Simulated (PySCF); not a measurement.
Compound: C5H8NPSi.
Numbering: `[CH3:1][c:2]1[n:3][cH:4][c:5]([SiH3:6])[cH:7][p:8]1` (hydrogens: H9, H10, H11 on C1; H12 on C4; H13, H14, H15 on Si6; H16 on C7)

Geometry (GFN2-xTB, Å), atoms numbered from 1 in this order:
```xyz
16
C5H8NPSi angstrom
C      3.138   -0.105   -0.608
C      1.681   -0.172   -0.258
N      0.962    0.867   -0.610
C     -0.335    0.961   -0.389
C     -1.141    0.011    0.233
Si    -2.989    0.322    0.471
C     -0.578   -1.172    0.687
P      1.094   -1.617    0.562
H      3.264   -0.282   -1.676
H      3.706   -0.854   -0.061
H      3.526    0.888   -0.391
H     -0.777    1.885   -0.743
H     -3.727   -0.773   -0.163
H     -3.334    1.602   -0.144
H     -3.273    0.343    1.908
H     -1.225   -1.897    1.170
```

Computed at PBE0/pcSseg-1 (PySCF, non-relativistic), with Q(14N) = 0.02044 b: N3, 14N (I = 1): χzz = -5.421 MHz, η = 0.383.

Where would the pure quadrupole (NQR) lines of 14N at N3 fall for the rigid, isolated species?

From ν± = (3/4)|χ|(1 ± η/3) and ν0 = |χ|η/2: ν+ 4.585 MHz, ν− 3.547 MHz, ν0 1.037 MHz (pyridine-type nitrogen).

In a crystal, neighbours and librations shift these lines. GFN2-xTB frequencies show an imaginary mode (30i cm⁻¹), so this geometry is no minimum at that level. GFN2-xTB bond lengths can be off by several hundredths of an ångström, more for odd bonds, and the gradients follow them. With so small a basis the couplings can be 20 % off.
